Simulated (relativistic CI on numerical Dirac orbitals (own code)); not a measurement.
Crystal-field levels of Pt3+, 5d7

Calculated by Dirac-Coulomb-Breit CI, KLI orbitals optimised for each configuration, a model potential for QED, one configuration in a parametric crystal field, unscaled Slater integrals (own radial code). With so little scaling, terms lie 10 to 35 % too far apart, which can change the order of excited levels.

Field parameters in Wybourne normalisation: Oh B⁴₀ = 21Dq, B⁴₄ = √(5/14) B⁴₀. The field is a parameter set, without covalency.

S and J are read from ⟨S²⟩ = S(S + 1) and ⟨J²⟩ = J(J + 1) of each level; they are not fictitious spins.

Oh, 10Dq = 7000 cm⁻¹, the lowest 10 levels:

```tsv
E (cm⁻¹)	Degeneracy	Irrep	S	J
0.0	2	Γ6	1.44	4.45
993	4	Γ8	1.40	4.38
3286	4	Γ8	1.35	4.25
9511	2	Γ7	1.47	3.21
10930	4	Γ8	1.33	3.19
12752	2	Γ6	1.46	3.54
13206	4	Γ8	1.27	2.86
14422	2	Γ7	1.34	2.86
17383	4	Γ8	1.09	2.41
18294	4	Γ8	0.90	4.07
```

Principal g values of the ground doublet: 4.90, 4.90, 4.90.

Oh, 10Dq = 12600 cm⁻¹, the lowest 10 levels:

| E (cm⁻¹) | Degeneracy | Irrep | S | J |
| --- | --- | --- | --- | --- |
| 0.0 | 2 | Γ6 | 1.45 | 4.40 |
| 842 | 4 | Γ8 | 1.32 | 4.17 |
| 3423 | 4 | Γ8 | 1.30 | 3.96 |
| 9270 | 2 | Γ7 | 1.48 | 3.06 |
| 12899 | 4 | Γ8 | 1.15 | 3.38 |
| 13519 | 4 | Γ8 | 1.02 | 3.94 |
| 16711 | 2 | Γ6 | 1.42 | 3.62 |
| 17536 | 2 | Γ7 | 1.21 | 3.11 |
| 18123 | 4 | Γ8 | 1.32 | 3.16 |
| 20568 | 4 | Γ8 | 1.04 | 2.84 |

Principal g values of the ground doublet: 4.80, 4.80, 4.80.

Oh, 10Dq = 18250 cm⁻¹, the lowest 10 levels:

```
E (cm⁻¹)  Degeneracy  Irrep     S     J
     0.0           4     Γ8  1.05  3.94
     958           2     Γ6  1.46  4.34
    3801           4     Γ8  1.37  3.96
    9899           2     Γ7  1.49  2.99
   12512           4     Γ8  1.19  3.90
   15632           4     Γ8  0.91  3.57
   20718           2     Γ7  0.95  3.40
   21315           2     Γ6  1.20  3.98
   21499           4     Γ8  0.96  3.89
   23817           4     Γ8  1.03  3.30
```

Oh, 10Dq = 23850 cm⁻¹, the lowest 16 levels:

```csv
E (cm⁻¹),Degeneracy,Irrep,S,J
0.0,4,Γ8,0.81,3.90
4578,2,Γ6,1.47,4.29
7156,4,Γ8,1.42,3.95
13224,2,Γ7,1.49,2.95
14794,4,Γ8,1.33,3.66
20245,4,Γ8,0.75,3.75
25332,2,Γ7,0.73,3.60
25680,4,Γ8,0.67,4.19
26578,2,Γ6,0.77,4.58
29100,4,Γ8,0.84,3.02
31702,4,Γ8,1.41,3.36
32572,2,Γ6,1.01,3.42
33539,2,Γ6,1.02,3.35
35911,2,Γ7,1.38,3.35
36558,4,Γ8,1.25,3.70
39698,2,Γ7,1.05,2.84
```

Oh, 10Dq = 29450 cm⁻¹, the lowest 16 levels:

```csv
E (cm⁻¹),Degeneracy,Irrep,S,J
0.0,4,Γ8,0.69,3.91
9163,2,Γ6,1.48,4.25
11622,4,Γ8,1.44,3.91
17561,2,Γ7,1.49,2.92
18571,4,Γ8,1.40,3.48
25358,4,Γ8,0.66,3.88
30289,2,Γ7,0.63,3.70
30338,4,Γ8,0.61,4.19
31445,2,Γ6,0.61,4.77
34575,4,Γ8,0.70,3.03
37775,2,Γ6,0.59,2.67
41104,4,Γ8,1.44,3.42
42298,2,Γ6,1.43,3.78
44537,2,Γ7,1.21,3.34
45155,4,Γ8,1.36,3.70
46833,2,Γ7,1.09,2.95
```

The free-ion ground term has S = 3/2. The field overcomes the spin-pairing energy for Oh, 10Dq = 23850 cm⁻¹; Oh, 10Dq = 29450 cm⁻¹, where the ground state has lower spin; these fields are assumed values.

Levels of this model without a field, named by their leading LS term: ⁴F9/2 0, ⁴F7/2 8722, ⁴F5/2 11335, ⁴F3/2 12010, ⁴P3/2 17019, ⁴P5/2 19204, ²G9/2 19775, ⁴P1/2 22987 cm⁻¹.
